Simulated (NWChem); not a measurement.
System: LaF3; SMILES [F][La]([F])[F]

NWChem input:

```
start job
memory heap 200 mb stack 900 mb global 1100 mb
geometry units angstroms noautosym nocenter noautoz
  La    -0.000034    -0.000010     0.193271
  F     -2.079025    -0.021413    -0.306195
  F      1.020954     1.811131    -0.306200
  F      1.058105    -1.789708    -0.306198
end
basis spherical
  La library def2-svpd
  F library def2-svpd
end
ecp
  La library def2-ecp
end
dft
  xc pbe0
  iterations 150
end
tddft
  nroots 6
  notriplet
end
task tddft energy
```

NWChem printed, in part:

```
             Northwest Computational Chemistry Package (NWChem) 7.3.0
             --------------------------------------------------------

                             Geometry "geometry" -> ""
                             -------------------------

 Output coordinates in angstroms (scale by  1.889725989 to convert to a.u.)

  No.       Tag          Charge          X              Y              Z
 ---- ---------------- ---------- -------------- -------------- --------------
    1 La                  57.0000    -0.00003400    -0.00001000     0.19327100
    2 F                    9.0000    -2.07902500    -0.02141300    -0.30619500
    3 F                    9.0000     1.02095400     1.81113100    -0.30620000
    4 F                    9.0000     1.05810500    -1.78970800    -0.30619800

 Effective nuclear repulsion energy (a.u.)     416.5816838307

                                 NWChem DFT Module
                                 -----------------

 Summary of "ao basis" -> "ao basis" (spherical)
 ------------------------------------------------------------------------------
       Tag                 Description            Shells   Functions and Types
 ---------------- ------------------------------  ------  ---------------------
 La                        def2-svpd                13       35   6s4p2d1f
 F                         def2-svpd                 9       23   4s3p2d

            General Information
            -------------------
          SCF calculation type: DFT
          Wavefunction type:  closed shell.
          No. of atoms     :     4
          No. of electrons :    38
           Alpha electrons :    19
            Beta electrons :    19
          Charge           :     0
          Spin multiplicity:     1
          Use of symmetry is: off; symmetry adaption is: off
          Maximum number of iterations: 150
          AO basis - number of functions:   104
                     number of shells:    40
          Convergence on energy requested:  1.00D-06
          Convergence on density requested:  1.00D-05
          Convergence on gradient requested:  5.00D-04

              XC Information
              --------------
                         PBE0 Method XC Functional
                     Hartree-Fock (Exact) Exchange  0.250
          PerdewBurkeErnzerhof Exchange Functional  0.750
            Perdew 1991 LDA Correlation Functional  1.000 local
           PerdewBurkeErnz. Correlation Functional  1.000 non-local

[...]

                                NWChem TDDFT Module
                                -------------------

            General Information
            -------------------
           No. of orbitals :     208
            Alpha orbitals :     104
             Beta orbitals :     104
        Alpha frozen cores :       0
         Beta frozen cores :       0
     Alpha frozen virtuals :       0
      Beta frozen virtuals :       0
         Spin multiplicity :       1
    Number of AO functions :     104
        Use of symmetry is : off
      Symmetry adaption is : off
         Schwarz screening :  0.10D-07

              XC Information
              --------------
                  PBE0 Method XC Functional
              Hartree-Fock (Exact) Exchange   0.25
   PerdewBurkeErnzerhof Exchange Functional   0.75
     Perdew 1991 LDA Correlation Functional   1.00 local
    PerdewBurkeErnz. Correlation Functional   1.00 non-local

             TDDFT Information
             -----------------
          Calculation type : TDDFT
         Wavefunction type : Restricted singlets
          No. of electrons :      38
           Alpha electrons :      19
            Beta electrons :      19
              No. of roots :       6
          Max subspacesize :    5200
            Max iterations :     100
               Target root :       1
           Target symmetry : none
      Symmetry restriction : off
                 Algorithm : Optimal
        Davidson threshold :  0.10D-03

    6 smallest eigenvalue differences (eV)
--------------------------------------------------------
  No. Spin  Occ  Vir  Irrep   E(Occ)    E(Vir)   E(Diff)
--------------------------------------------------------
    1    1   19   20 a        -0.370    -0.079     7.906
    2    1   18   20 a        -0.370    -0.079     7.906
    3    1   17   20 a        -0.382    -0.079     8.247
    4    1   16   20 a        -0.387    -0.079     8.368
    5    1   15   20 a        -0.398    -0.079     8.690
    6    1   14   20 a        -0.398    -0.079     8.690
--------------------------------------------------------

  Entering Davidson iterations
  Restricted singlet excited states

  Iter   NTrls   NConv    DeltaV     DeltaE      Time
  ----  ------  ------  ---------  ---------  ---------
    1      6       0     0.61E-01   0.10+100        4.3
    2     18       0     0.19E-01   0.22E-02        6.4
    3     30       0     0.51E-02   0.15E-03        6.5
    4     42       0     0.19E-02   0.14E-04        6.6
    5     54       0     0.88E-03   0.21E-05        6.6
    6     66       1     0.32E-03   0.37E-06        6.6
    7     76       4     0.11E-03   0.53E-07        5.8
    8     78       6     0.89E-04   0.42E-08        3.0
  ----  ------  ------  ---------  ---------  ---------
  Convergence criterion met

  Ground state a        -330.868246331039 a.u.

  ----------------------------------------------------------------------------
  Root   1 singlet a              0.242804447 a.u.                6.6070 eV
  ----------------------------------------------------------------------------
     Transition Moments    X -0.08561   Y  0.08635   Z -0.00001
     Dipole Oscillator Strength                    0.0023933593
     Electric Quadrupole                           0.0000000015
     Magnetic Dipole                               0.0000000002
     Total Oscillator Strength                     0.0023933610

[...]
```

Level: PBE0/def2-SVPD with def2 effective core potentials on La, full TDDFT. The geometry was optimised at PBE0/def2-SVP. def2 effective core potentials on La; no spin-orbit coupling.
